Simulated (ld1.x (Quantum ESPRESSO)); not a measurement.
## Before and after: TM potential for silver

ld1.x (Quantum ESPRESSO) 7.5 input, shortened:

```
&input
   title='Ag', zed=47., rel=0, dft='WC', iswitch=3,
   config='[Kr] 4d10 5s1 5p0'
 /
 &inputp
   pseudotype=2, tm=.true., lloc=0,
   nlcc=.true., new_core_ps=.true.
 /
3
5P  2  1   0.00   0.00  2.95  2.95  0.0
4D  3  2  10.00   0.00  1.95  1.95  0.0
5S  1  0   1.00   0.00  2.20  2.20  0.0
 &test
   configts(1)='4d10 5s1 5p0'
 /
```

All-electron outer shells of the reference configuration (Wu–Cohen, non-relativistic, ld1.x):

| shell | level (eV) | outermost node (bohr) | outermost maximum (bohr) |
| --- | --- | --- | --- |
| 4p | -56.66 | 0.45 | 0.88 |
| 4d | -7.91 | 0.43 | 1.03 |
| 5s | -3.97 | 1.15 | 2.62 |
| 5p | -0.67 | 1.27 | 3.86 |

Change: wave 5s (bound): rc 2.20 bohr becomes 5s (bound): rc 1.42 bohr.

Cutoffs: the cutoffs (Ry, on a coarse ladder) from which the occupation-weighted sum of valence levels, in a spherical-Bessel basis at the reference potential, stays within 10 and 1 mRy of its value at 400 Ry; they do not see the model core or the augmentation charge, which bear on the density cutoff. Errors are all-electron minus pseudo energies relative to the spin-unpolarised reference configuration.

Predict the effect on cutoff, ghosts and configuration errors.

The potential gets harder (55 Ry and 90 Ry → 60 Ry and 200 Ry); a bound ghost appears in p, s, which as a rule spoils a file; the number of tests that count goes from 7 to 5; of the 5 tests that both files solve, the error grows in 2 and shrinks in 0 by more than 15 % and 0.3 meV (median size 156.9 → 145.6 meV). A smaller radius makes the pseudo-wave follow the all-electron one further in, where it bends more sharply, so more plane waves are needed.

| quantity | base | changed |
| --- | --- | --- |
| cutoff, loose | 55 Ry | 60 Ry |
| cutoff, tight | 90 Ry | 200 Ry |
| loose cutoff by channel (10 mRy a level) | d 50 Ry, s 6 Ry | d 50 Ry, s 50 Ry |
| bound ghosts | none | p, s (extra level of the local part) |
| tests counted (converged, no solver errors) | 7 of 7 | 5 of 7 |
| error for 4d10 5s0 5p0, meV [ΔE 7.13 eV] | -11 | -14 |
| error for 4d9 5s0 5p0, meV [ΔE 29.56 eV] | -157 | -146 |
| error for 4d8 5s0 5p0, meV [ΔE 66.22 eV] | -804 | -696 |
| error for 4d7 5s0 5p0, meV [ΔE 118.54 eV] | -2096 | -1847 |
| error for 4d10 5s0 5p1, meV [ΔE 3.47 eV] | -2.7 | -13 |
| s: phases at 3.22 bohr within 0.05 rad from the reference energy up to (Ry; the scan ends near 5) | 1.9 | 1.6 |
| p: phases at 3.22 bohr within 0.05 rad from the reference energy up to (Ry; the scan ends near 5) | 2.7 | 3.1 |
| d: phases at 3.22 bohr within 0.05 rad from the reference energy up to (Ry; the scan ends near 5) | 0.6 | 0.8 |

Changed file: Tests not counted: 4d9 5s1 5p1 (solver errors, printed error -9.0 eV); 4d9 5s2 5p0 (solver errors, printed error -1028 eV). These tests converged, but a pseudo level misses the all-electron one widely, so the file describes the atom poorly there or has found another state: 4d10 5s0 5p0: empty 5s by 2.1 eV. A true bound ghost makes a file unfit for plane-wave use even where its test errors are small: the radial tests pick states by their node count and pass the ghost by. Where a test does run into it, the solver fails or the error is huge.
